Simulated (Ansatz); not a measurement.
```yaml
crystal:
  periodic: [false, false, false]
  atoms:
    - {symbol: O, position_ang: [0.094351, 3.261969, 0.988993]}
    - {symbol: Al, position_ang: [0.516053, 2.144115, -0.491115]}
    - {symbol: Al, position_ang: [-0.139145, -0.678006, -0.407700]}
    - {symbol: Al, position_ang: [-0.908884, -3.265690, -0.412355]}
    - {symbol: S, position_ang: [1.154253, -2.502554, 0.716961]}
    - {symbol: H, position_ang: [-0.331551, 2.917563, 1.908170]}
    - {symbol: H, position_ang: [1.256177, 2.979034, -1.871153]}
    - {symbol: H, position_ang: [-1.538100, -4.920381, -0.494409]}
basis:
  gaussian: {orbitals: def2-SVP}
magnetization: {spin_polarized: true, initial_magnetization: 3}
hamiltonian: {xc: {name: r2SCAN50}, dispersion: d3bj}
output: {forces: true}
```

```sh
$ ansatz run in.yaml --threads 2 --pin off --events-out ev --progress --plain --max-ram 4352MiB
```

Shortened log:

```
Error: a molecule whose nuclei and cores have a total charge of 66 cannot have a net charge of 0 together with 3 unpaired electrons
```

Problem. What is wrong with this run?

Solution. The number of unpaired electrons doesn't fit the electron count. The program refused the input.
